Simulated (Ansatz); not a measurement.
Reaction (redistribution): `[CH3][GeH]([NH2])[CH]=O` + `[NH2][GeH2][Cl]` → `[CH3][GeH]([NH2])[NH2]` + `O=[CH][GeH2][Cl]`

Isolated molecules relaxed with PBE0-D4/def2-TZVP in Ansatz; ΔE leaves out vibrations. CCSD(T)/CBS adds triple-zeta CCSD(T) − MP2 to the extrapolated MP2 energy (def2 sets, frozen cores). For Ge outer-core shells are correlated without core-valence functions, which leaves a few kJ/mol of doubt a bond. Scalar relativity is left out up to krypton. One conformer a species, not always the lowest.

| species | CCSD(T)/CBS(def2) energy (Eh) |
| --- | --- |
| `[CH3][GeH]([NH2])[CH]=O` | -2286.29904 |
| `[NH2][GeH2][Cl]` | -2593.05183 |
| `[CH3][GeH]([NH2])[NH2]` | -2228.42583 |
| `O=[CH][GeH2][Cl]` | -2650.92278 |

**Question.** Work out ΔE.

**Answer.** ΔE = (-2228.42583) + (-2650.92278) − (-2286.29904) − (-2593.05183) = 0.00226 Eh = +0.06 eV.

Largest T1 diagnostic among the species: 0.013.
